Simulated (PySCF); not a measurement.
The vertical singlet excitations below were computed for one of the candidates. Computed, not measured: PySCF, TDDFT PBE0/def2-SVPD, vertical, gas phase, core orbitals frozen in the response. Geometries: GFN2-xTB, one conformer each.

```json
{"state": "S1", "E (eV)": "5.04", "f": "0.0011", "main configurations (H = HOMO, L = LUMO)": "H→L (51%), H-1→L (44%)"}
{"state": "S2", "E (eV)": "6.39", "f": "0.264", "main configurations (H = HOMO, L = LUMO)": "H-1→L (39%), H-2→L (33%), H→L (25%)"}
{"state": "S3", "E (eV)": "6.62", "f": "0.169", "main configurations (H = HOMO, L = LUMO)": "H-2→L (63%), H→L (19%), H-1→L (12%)"}
{"state": "S4", "E (eV)": "7.01", "f": "0.0033", "main configurations (H = HOMO, L = LUMO)": "H-3→L (88%), H-4→L (8%)"}
{"state": "S5", "E (eV)": "7.60", "f": "0.030", "main configurations (H = HOMO, L = LUMO)": "H→L+1 (57%), H-1→L+1 (26%), H→L+2 (8%)"}
{"state": "S6", "E (eV)": "7.87", "f": "0.0032", "main configurations (H = HOMO, L = LUMO)": "H-4→L (61%), H-1→L+1 (11%)"}
```

Triplets computed (Tamm–Dancoff): 3.96, 4.61 eV.

**Question.** Which candidate is it? All have the formula C5H7FO2.
A. `CCOC(=O)/C=C\F`
B. `O1[C@H](CC1=O)CCF`
C. `CO[C@]1(F)C=COC1`
D. `C/C(=C/CF)OC=O`

**Answer.** A. Its S1, at 5.04 eV, is the lowest among the candidates; the nearest of the others has S1 at 5.84 eV. S1 is HOMO→LUMO (51%), HOMO-1→LUMO (44%). Löwdin shares by element: HOMO oxygen 40% or more, carbon 36% or more, fluorine 7% (atoms not listed hold the other 17%); LUMO carbon 63% or more, oxygen 16% or more (atoms not listed hold the other 21%). At the same level the other candidates give, for their lowest levels:
- `CO[C@]1(F)C=COC1`: 6.41 eV (f 0.184); 6.65 eV (f 0.027); 7.15 eV (f 0.004); 7.25 eV (f 0.003); 7.38 eV (f 0.003); T1 4.17 eV; HOMO -7.01, LUMO 0.09 eV
- `O=C1C[C@H](CCF)O1`: 5.99 eV (f 0.000); 7.76 eV (f 0.025); 7.89 eV (f 0.044); 8.18 eV (f 0.050); 8.31 eV (f 0.013); T1 5.44 eV; HOMO -8.25, LUMO 0.04 eV
- `C/C(=C/CF)OC=O`: 5.84 eV (f 0.002); 6.06 eV (f 0.085); 6.81 eV (f 0.068); 7.10 eV (f 0.139); 7.22 eV (f 0.003); T1 4.18 eV; HOMO -7.47, LUMO -0.46 eV

Conformer computed: `[CH3:1][CH2:2][O:3][C:4](=[O:5])/[CH:6]=[CH:7]\[F:8]`: C1–C2–O3–C4 80°, C2–O3–C4–O5 0°, O3–C4–C6–C7 -12°.
